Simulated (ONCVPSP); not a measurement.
lutetium, ONCV: configuration errors across variants

Lu, optimised norm-conserving Vanderbilt (ONCV), made with ONCVPSP 4.0.1 (PBE, scalar-relativistic). Core [Kr] 4d10, reference 4f14 5s2 5p6 5d1 (charge +2). Waves: 5s: rc 1.65 bohr, ncon 4, nbas 7, qcut 8.1 1/bohr, 2 projectors, debl 0.8 Ha; 5p: rc 1.35 bohr, ncon 4, nbas 8, qcut 5.9 1/bohr, 2 projectors, debl 2.4 Ha; 5d: rc 2.50 bohr, ncon 4, nbas 8, qcut 5.2 1/bohr, 2 projectors, debl 3.7 Ha; 4f: rc 0.55 bohr, ncon 5, nbas 8, qcut 17.9 1/bohr, 1 projector. Local part: polynomial inside 0.55 bohr (lpopt 5, dvloc0 4 Ha). Core correction: Teter function, fcfact 2, rcfact 1.05.

In the s channel the program set the typed energies aside and used -2.785, 0.250 Ha.

All-electron excitation energies from the reference (eV): (1) 4f14 5s2 5p6 5d1 6s1 -13.279; (2) 4f14 5s2 5p6 5d0 19.957; (3) 4f13 5s2 5p6 5d0 66.673.

A true bound ghost makes a file unfit for plane-wave use even where its test errors are small: the radial tests pick states by their node count and pass the ghost by.

Errors AE − PS in meV (a dash: test not solved or not reliable):

```tsv
change	(1)	(2)	(3)	bound ghosts	GHOST(+) flags above zero
base	+4.1	-3.2	+87	s, p	d
core correction Teter function, fcfact 1.4, rcfact 1.05	+4.1	-3.2	+88	s, p	d
core correction Teter function, fcfact 2.5, rcfact 1.05	+4.1	-3.2	+87	s, p	d
core correction Teter function, fcfact 3.2, rcfact 1.05	+4.1	-3.2	+86	s, p	d
core correction Teter function, fcfact 4.7, rcfact 1.05	+4.1	-3.3	+85	s, p	d
core correction Teter function, fcfact 5.9, rcfact 1.05	+4.1	-3.3	+84	s, p	d
core correction Teter function, fcfact 6.8, rcfact 1.05	+4.1	-3.3	+83	s, p	d
core correction Teter function, fcfact 7.7, rcfact 1.05	+4.1	-3.3	+83	s, p	d
```

**Question.** Give the same row for: core correction Teter function, fcfact 4.3, rcfact 1.05.

**Answer.** +4.1, -3.3, +85; bound ghosts: s, p; GHOST(+) flags above zero: d.
